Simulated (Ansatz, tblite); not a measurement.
Forces on the cluster Mo₃N₃ at its PBE0-D4/def2-SVP geometry. The state is a doublet with charge 0.

In the def2 sets Mo takes a core potential; there is no spin–orbit coupling. The xTB rows come from tblite. At PBE-D4/def2-TZVP the charge 0 doublet is spin-contaminated (final ⟨S²⟩ up to 1.22, 0.75 for a pure state). No other spin state of charge 0 was run. The geometry of the doublet was relaxed on an unsound state (⟨S²⟩ 1.86, where a pure state has 0.75). Another isomer (doublet) lies 1.43 eV lower at PBE0-D4/def2-TZVP; other spin states weren't run for this one.

GFN1-xTB (tblite), largest force 27.23 eV/Å:

```xyz
6
positions Å, forces eV/Å
Mo    1.479    0.443    0.685   26.561   -3.120   -3.617
Mo   -0.142   -1.426   -0.509    1.755   -0.096   -1.811
Mo   -0.627    0.668    1.012  -26.496    3.132    5.449
N     0.279    1.347   -0.736   -0.547   -2.051   -1.594
N     0.156    0.223   -1.363    0.506    2.107   -0.511
N    -1.144   -1.256    0.911   -1.779    0.029    2.085
```

PBE-D4/def2-TZVP (Ansatz), largest force 1.11 eV/Å:

```
Mo -0.155 -0.225 0.151
Mo 0.316 -0.246 -0.306
Mo 0.304 -0.082 0.155
N -0.325 0.713 -0.120
N 0.507 0.026 -0.768
N -0.647 -0.186 0.888
```
